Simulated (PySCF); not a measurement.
Harmonic spectrum computed at B3LYP in the def2-SVP basis family (core potentials from Rb on, PySCF, no spin–orbit coupling):

| ω (cm⁻¹) | IR (km/mol, summed over degenerate members) | degeneracy |
| --- | --- | --- |
| 121 | 38.6 | 2 |
| 132 | 31.1 | 1 |
| 257 | 285 | 1 |
| 276 | 0.0 | 2 |
| 572 | 0.0 | 1 |
| 614 | 162 | 2 |
| 822 | 0.0 | 1 |
| 847 | 204 | 2 |
| 3813 | 157 | 2 |
| 3814 | 0.0 | 1 |

Which molecule gave it? In each, all ligands are bound to the one heavy central atom.
A. P(OH)₃ (singlet)
B. Ga(OH)₃ (singlet)
C. Se(OH)₃ (doublet)
D. Tl(OH)₃ (singlet)
E. In(OH)₃ (singlet)

E. It has C3h symmetry with In–O 2.002 Å (×3), O–H 0.969 Å (×3).
